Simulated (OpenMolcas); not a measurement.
A calculation on Ru2+.

| Item | Value |
| --- | --- |
| Program | OpenMolcas |
| Method | MS-CASPT2, IPEA 0.25 Eh, imaginary shift 0.1 Eh (closed shells correlated: 4s 4p) |
| Basis | ANO-RCC-VTZP [7s6p4d2f1g] |
| Scalar Hamiltonian | DKH2, point nucleus |
| Active space | 6 electrons in 5 orbitals (4d) |
| State averaging | 2S+1 = 5 even, 5 roots; 2S+1 = 3 even, 45 roots kept (CI in the orbitals of an earlier block); 2S+1 = 1 even, 50 roots kept (CI in the orbitals of an earlier block) |
| Spin-orbit coupling | RASSI with atomic mean-field integrals over the reference wave functions, term energies averaged over their components |

Which level of the active space comes out lowest?

4d6 5D4, with 99 % of that term; it is also the measured ground level.

How high does 4d6 3H6 lie?

16340 cm-1 above the lowest level.

How high does 4d6 3P1(1) lie?

19220 cm-1 above the lowest level.

How high does 4d6 3F3(1) lie?

18040 cm-1 above the lowest level.

The level at 16310 cm-1 has J = 4. What is it made of, and what is its g factor?

47 % 4d6 3H4, 28 % 4d6 3F(1), 18 % 4d6 3G; g = 0.986, against 0.800 from Landé's formula for the pure leading term.

Measured values: Moore, Atomic Energy Levels, vol. III, NSRDS-NBS 35 (1971 reprint of NBS Circular 467, 1958).

CASPT2 breaks the degeneracy within a term, and the mean is taken; among the terms shown or strongly mixed into the levels shown the widest spread is 390 cm-1 (4d6 3H). Levels of configurations with an s electron are missing; early in the row they begin among the upper levels of the d shell and mix with terms of their name. Terms from blocks run as CI alone lack orbitals of their own. Measured partners are found by configuration, term and J. A level has none where our copy of the source lacks it or the pairing is in doubt (some pairs that miss far off the trend of their configuration count as doubtful), and it then counts in no deviation. Only configurations of the active space appear.

A number in round brackets counts repeated terms of one configuration in the order of the reference energies.
